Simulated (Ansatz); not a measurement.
The first iterations of a band of AlClH₇NOSi (12 atoms, charge 0, multiplicity 1).

Level of theory: RKS PBE/cc-pVDZ (Ansatz 0.2.0).

```yaml
movable_images: 1
climbing_image: yes
spring: 5.0 eV/Å²
optimiser: quadratic models (default)
start_path: through a guess of the saddle point
force_threshold: 0.05 eV/Å
iteration_limit: 60
end_points: relaxed
```

First end point:

```xyz
12
Properties=species:S:1:pos:R:3
Al 0.085 0.255 0.143
O -0.660 -0.332 1.637
H -0.897 -1.270 1.732
Cl 2.162 -0.338 -0.229
H -0.795 0.498 -1.176
N 0.377 2.118 0.984
H 1.397 2.273 1.036
Si -0.506 3.525 0.204
H -1.956 3.149 0.172
H -0.286 4.765 1.031
H 0.083 3.684 -1.166
H 0.059 1.941 1.954
```

Last end point:

```xyz
12
Properties=species:S:1:pos:R:3
Al 0.345 0.412 -0.053
O -0.290 -0.098 1.832
H -1.239 -0.331 1.901
Cl 2.217 -0.647 -0.269
H -0.899 0.055 -0.988
N 0.523 2.150 0.620
H 1.489 2.419 0.864
Si -0.469 3.552 0.178
H -1.852 3.026 -0.132
H -0.569 4.528 1.332
H 0.034 4.323 -1.027
H -0.227 0.878 2.063
```

| iteration | highest image above the first end (eV) | largest band force component (eV/Å) |
| --- | --- | --- |
| 1 | 2.583 | 2.772 |
| 2 | 1.488 | 2.373 |
| 3 | 0.804 | 1.490 |
| 4 | 0.601 | 1.082 |
| 5 | 0.601 | 0.936 |
| 6 | 0.601 | 0.737 |
| 7 | 0.601 | 0.629 |
| 8 | 0.601 | 0.231 |

**Question.** Does the band converge within its limit, and where does its top end?

**Answer.** The forces met the threshold. It ended after 25 iterations with the highest image 0.675 eV above the first end. Another band between the same ends (5 images) ends at a top of the same energy, where a vibrational analysis finds 1 clearly imaginary mode. So few images can step over the top or miss a turn of the path. The orbitals stay closed-shell, which can raise the energy where a bond breaks towards radicals; this wasn't checked here.

The run took 41 s on 4 threads of Arm Neoverse V1 (shared host), peak memory 0.19 GiB.
